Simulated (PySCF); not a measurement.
Simulation results for Al₂BH₂N, CH₃BClSi, CH₆B₂N, B₂H₄NSi and others

Calculation on a computer-drawn molecule: optimised geometry and harmonic frequencies of an isolated molecule of the commonest isotopes, restricted reference for singlets and unrestricted otherwise, frozen core in MP2. Program: PySCF 2.14.0.

Common to all runs: multiplicity 1.

(1) Al₂BH₂N

Start structure:
```xyz
6
Al2BH2N
Al    -2.8105     1.3767     0.1335
N     -1.2583     0.6954    -0.4609
B     -0.1714     0.2183    -0.8784
Al     1.6661    -0.5885    -1.5836
H      2.2092    -1.9355    -0.9712
H      2.4657     0.1689    -2.7112
```

* charge: 0
* method: MP2
* basis: cc-pV(D+d)Z
* rotational constants: 133.8, 1.251, 1.239 GHz
* total energy: -564.5163 hartree
* convergence status largest gradient component: 2.366e-05 hartree/bohr

Drawn bonds:
```
atom  other atom  order
   1           2      1
   2           3      2
   3           4      1
   4           5      1
   4           6      1
```

Optimised structure:
```xyz
6
Al2BH2N
Al    -2.8502     1.3945     0.1486
N     -1.2651     0.6983    -0.4584
B     -0.1520     0.2094    -0.8856
Al     1.6706    -0.5906    -1.5853
H      2.2211    -1.9385    -0.9773
H      2.4765     0.1622    -2.7138
```

Modes:
```
frequency (cm⁻¹)  reduced mass (dalton)
           56.19                  8.312
           59.86                  10.52
           223.5                  3.435
           231.4                  6.743
           351.3                  12.39
           527.9                  1.446
           617.1                  1.222
           671.9                  14.94
           807.4                  1.063
            1831                  11.78
            1977                  1.027
            1983                  1.061
```

(2) CH₃BClSi

Start structure:
```xyz
7
CH3BClSi
B     -0.7298     0.1838    -1.7746
C     -0.1271    -0.8126    -0.9850
Si     0.8810    -2.3251    -1.2646
Cl     1.5144    -3.4144     0.2033
H     -1.2461     1.0147    -2.3852
H     -0.2912    -0.5620     0.1187
H      1.0968    -2.6454    -2.6140
```

- charge: 1
- method: HF
- basis: cc-pV(D+d)Z
- rotational constants: 26.9, 2.128, 1.972 GHz
- total energy: -812.4816 hartree
- convergence status largest gradient component: 1.558e-05 hartree/bohr

Drawn bonds:
```
atom  other atom  order
   1           2      1
   2           3      2
   3           4      1
   1           5      1
   2           6      1
   3           7      1
```

Optimised structure:
```xyz
7
CH3BClSi
B     -0.6845     0.1128    -1.7574
C     -0.1362    -0.7812    -0.8121
Si     0.7771    -2.1925    -1.2606
Cl     1.5297    -3.4216     0.0888
H     -1.1318     0.8435    -2.5580
H     -0.2968    -0.5708     0.2458
H      1.0405    -2.5513    -2.6478
```

Modes:
```
frequency (cm⁻¹)  reduced mass (dalton)
           123.5                  3.435
           150.5                  3.802
           284.7                  4.386
           584.9                  1.522
           636.4                  6.956
           653.2                   1.08
           770.9                  1.414
           818.4                  1.335
           895.2                  1.753
           937.8                  1.751
            1086                  1.401
            1499                  6.204
            2459                  1.044
            2977                  1.126
            3283                  1.087
```

(3) CH₃BClSi

Start structure:
```xyz
7
CH3BClSi
B     -0.6845     0.1128    -1.7574
C     -0.1362    -0.7812    -0.8121
Si     0.7771    -2.1925    -1.2606
Cl     1.5297    -3.4216     0.0888
H     -1.1318     0.8435    -2.5580
H     -0.2968    -0.5708     0.2458
H      1.0405    -2.5513    -2.6478
```

- charge: 1
- method: MP2
- basis: cc-pV(D+d)Z
- rotational constants: 26.73, 2.124, 1.968 GHz
- total energy: -812.8938 hartree
- convergence status largest gradient component: 1.832e-05 hartree/bohr

Drawn bonds:
```
atom  other atom  order
   1           2      1
   2           3      2
   3           4      1
   1           5      1
   2           6      1
   3           7      1
```

Optimised structure:
```xyz
7
CH3BClSi
B     -0.6773     0.1017    -1.7604
C     -0.1449    -0.7692    -0.7714
Si     0.7717    -2.1844    -1.2537
Cl     1.5420    -3.4401     0.0650
H     -1.1015     0.7982    -2.6171
H     -0.3032    -0.5627     0.2991
H      1.0112    -2.5047    -2.6629
```

Modes:
```
frequency (cm⁻¹)  reduced mass (dalton)
           113.9                  3.618
           132.9                  3.502
           253.5                  4.699
           529.7                  1.541
             616                  1.083
           622.7                  5.999
           729.5                  1.338
             750                  1.305
           854.2                  1.805
           888.2                  1.536
            1004                  1.697
            1449                  6.471
            2390                  1.045
            2886                  1.127
            3189                  1.089
```

(4) CH₆B₂N

Start structure:
```xyz
10
CH6B2N
B      0.9694    -1.5511     0.5345
C      0.8900    -0.1318     0.4832
B     -0.1047     0.3167    -0.8524
N      0.4921     0.4737    -2.0367
H      0.9902    -2.7123     0.5074
H      0.3456     0.3133     1.2824
H      1.7890     0.5006     0.3277
H     -1.2743     0.4876    -0.6757
H      1.3968     0.2805    -2.2857
H     -0.0417     0.8502    -2.8636
```

- charge: 1
- method: HF
- basis: cc-pVDZ
- rotational constants: 26.04, 4.131, 3.976 GHz
- total energy: -144.9466 hartree
- convergence status largest gradient component: 4.274e-05 hartree/bohr

Drawn bonds:
```
atom  other atom  order
   1           2      1
   2           3      1
   3           4      1
   1           5      1
   2           6      1
   2           7      1
   3           8      1
   4           9      1
   4          10      1
```

Optimised structure:
```xyz
10
CH6B2N
B      0.8288    -1.5781     0.7467
C      0.9310    -0.1912     0.3064
B     -0.0711     0.1634    -0.9633
N      0.4467     0.7438    -2.0886
H      0.7261    -2.6979     1.0860
H      0.5731     0.4232     1.1521
H      1.9832     0.0522     0.1084
H     -1.2311    -0.0833    -0.8447
H      1.4076     0.9848    -2.2276
H     -0.1419     1.0105    -2.8542
```

Modes:
```
frequency (cm⁻¹)  reduced mass (dalton)
           69.32                  2.387
           199.9                  2.272
           364.1                   1.95
           497.8                  1.276
             586                  1.206
           695.8                  1.233
           714.3                  2.443
           829.9                  1.237
           860.9                  1.273
           980.5                  1.417
            1023                  1.454
            1034                  1.415
            1100                  1.253
            1212                  1.458
            1259                  2.343
            1450                  1.297
            1474                  3.006
            1766                  1.276
            2775                  1.101
            2966                  1.117
            3111                  1.063
            3199                  1.093
            3794                  1.052
            3895                  1.099
```

(5) B₂H₄NSi

Start structure:
```xyz
8
B2H4NSi
B      0.1703    -1.0961    -3.3425
N     -0.4998    -0.2904    -2.6757
B     -1.2507     0.6342    -2.0047
Si    -2.2081     1.9442    -0.9084
H      0.8210    -1.8074    -3.9760
H     -2.4050     3.1258    -1.7701
H     -3.5646     1.3292    -0.6183
H     -1.4916     2.2317     0.2520
```

* charge: 1
* method: HF
* basis: cc-pV(D+d)Z
* rotational constants: 82.49, 2.044, 2.044 GHz
* total energy: -394.8754 hartree
* convergence status largest gradient component: 1.318e-05 hartree/bohr

Drawn bonds:
```
atom  other atom  order
   1           2      1
   2           3      2
   3           4      1
   1           5      1
   4           6      1
   4           7      1
   4           8      1
```

Optimised structure:
```xyz
8
B2H4NSi
B      0.1793    -1.0878    -3.3587
N     -0.5007    -0.2410    -2.6811
B     -1.1902     0.6176    -1.9937
Si    -2.2840     1.9799    -0.9030
H      0.7999    -1.8604    -3.9772
H     -2.4098     3.1424    -1.7929
H     -3.5543     1.2933    -0.6312
H     -1.4686     2.2272     0.2941
```

Modes:
```
frequency (cm⁻¹)  reduced mass (dalton)
           110.7                  3.489
           110.7                  3.489
           296.9                  3.274
           296.9                  3.275
           422.9                  8.488
           658.8                   1.42
           658.8                   1.42
           832.4                  1.348
           832.4                  1.348
           954.6                  1.099
            1003                  1.038
            1003                  1.038
            1394                  6.736
            2044                   7.83
            2371                  1.013
            2391                  1.054
            2391                  1.054
            3020                  1.166
```

(6) BFH₄NSi

Start structure:
```xyz
8
BFH4NSi
B     -0.0659     0.3051    -1.3715
N     -1.1380     0.4004    -0.4599
Si    -2.5783    -0.7689    -0.3511
F     -2.0601    -1.8968    -1.3670
H      0.7182     0.1558    -2.1434
H     -1.2748     1.2205     0.1608
H     -3.6588    -0.0362    -0.7864
H     -2.3389    -1.3667     1.0320
```

* charge: 1
* method: HF
* basis: cc-pV(D+d)Z
* rotational constants: 10.69, 5.192, 3.654 GHz
* total energy: -469.6807 hartree
* convergence status largest gradient component: 4.931e-05 hartree/bohr

Drawn bonds:
```
atom  other atom  order
   1           2      1
   2           3      1
   3           4      1
   1           5      1
   2           6      1
   3           7      1
   3           8      1
```

Optimised structure:
```xyz
8
BFH4NSi
B     -0.1666     0.2700    -1.3346
N     -1.1432     0.4403    -0.4785
Si    -2.5047    -0.7868    -0.3237
F     -1.9642    -1.7944    -1.4451
H      0.6986     0.1040    -2.1040
H     -1.1441     1.2665     0.1092
H     -3.7393    -0.1281    -0.7223
H     -2.4331    -1.3582     1.0125
```

Modes:
```
frequency (cm⁻¹)  reduced mass (dalton)
           132.8                  4.908
           147.2                  2.225
           398.4                  4.073
             497                  1.143
           619.5                  4.708
           718.3                  1.118
           735.9                  1.318
             827                   1.45
           834.5                   1.39
           903.8                  2.796
           959.1                  1.506
            1038                  1.135
            1175                  1.193
            1615                  5.569
            2451                  1.026
            2478                   1.06
            3007                  1.146
            3692                  1.077
```

(7) BH₆N₂Si

Start structure:
```xyz
10
BH6N2Si
B      1.4013     0.4362    -1.8826
N      0.7244    -0.5862    -1.4755
Si     0.2943    -0.8861     0.4632
N      0.4967    -2.5955     0.5322
H      1.9286     1.4277    -2.1950
H      0.3858    -1.3820    -1.8839
H      1.2119     0.1116     1.1003
H     -1.0807    -0.5029     0.4102
H      1.3815    -2.9544     0.2063
H      0.0251    -3.1128     1.0713
```

* charge: 1
* method: HF
* basis: cc-pV(D+d)Z
* rotational constants: 16.28, 3.269, 3.046 GHz
* total energy: -425.8427 hartree
* convergence status largest gradient component: 1.802e-05 hartree/bohr

Drawn bonds:
```
atom  other atom  order
   1           2      1
   2           3      1
   3           4      1
   1           5      1
   2           6      1
   3           7      1
   3           8      1
   4           9      1
   4          10      1
```

Optimised structure:
```xyz
10
BH6N2Si
B      1.3884     0.4462    -1.9063
N      0.6111    -0.4858    -1.4429
Si     0.3051    -0.9286     0.3805
N      0.6470    -2.5410     0.6416
H      2.1029     1.2941    -2.2800
H      0.0988    -1.0553    -2.1071
H      1.2371     0.0090     1.0106
H     -1.1185    -0.6311     0.5169
H      1.5589    -2.9025     0.8495
H     -0.0618    -3.2495     0.6837
```

Modes:
```
frequency (cm⁻¹)  reduced mass (dalton)
            85.5                  2.328
           189.1                  2.898
           227.6                  2.194
           317.2                  1.264
           401.5                  1.175
           516.7                  2.341
           555.3                  1.935
           580.4                  1.182
           773.4                  1.121
           829.1                  1.359
           871.8                  1.371
           945.3                  1.922
           963.1                  1.313
           980.4                  1.104
            1024                  1.609
            1147                  1.167
            1649                  5.535
            1683                   1.12
            2398                  1.034
            2429                  1.051
            3003                   1.15
            3694                  1.076
            3778                  1.051
            3875                  1.098
```

(8) CH₆BOSi

Start structure:
```xyz
10
CH6BOSi
B     -1.5942     1.6044    -1.9176
O     -0.6311     1.2781    -1.3609
Si     0.9046     0.7845    -0.4590
C      0.8713    -1.1030    -0.6006
H     -2.5120     1.9186    -2.4672
H      0.5148     1.3701     0.8842
H      1.7924     1.5536    -1.2189
H      1.7557    -1.5519    -0.2127
H      0.0215    -1.5256    -0.2206
H      0.8801    -1.4065    -1.7134
```

- charge: 1
- method: HF
- basis: cc-pV(D+d)Z
- rotational constants: 14.1, 3.379, 2.87 GHz
- total energy: -429.6838 hartree
- convergence status largest gradient component: 3.49e-05 hartree/bohr

Drawn bonds:
```
atom  other atom  order
   1           2      1
   2           3      1
   3           4      1
   1           5      1
   3           6      1
   3           7      1
   4           8      1
   4           9      1
   4          10      1
```

Optimised structure:
```xyz
10
CH6BOSi
B     -1.6569     1.6551    -1.9451
O     -0.6703     1.2520    -1.3712
Si     0.8537     0.7368    -0.4732
C      0.8972    -1.0980    -0.6402
H     -2.6110     2.0405    -2.5005
H      0.5600     1.2769     0.8539
H      1.8562     1.4962    -1.2198
H      1.7894    -1.4710    -0.1276
H      0.0251    -1.5629    -0.1765
H      0.9595    -1.4034    -1.6866
```

Modes:
```
frequency (cm⁻¹)  reduced mass (dalton)
           116.3                  2.956
           137.8                  1.892
           174.2                   1.37
           249.9                  3.756
           468.2                  9.711
           531.5                  1.073
           729.4                  2.001
           733.8                  1.106
             813                  1.678
           848.8                  1.384
           849.2                  1.395
           952.3                   1.31
             969                  1.176
            1036                  1.078
            1410                  1.243
            1538                  1.045
            1540                  1.049
            1868                  5.049
            2415                  1.028
            2431                  1.057
            3022                  1.191
            3176                  1.036
            3263                    1.1
            3284                  1.104
```
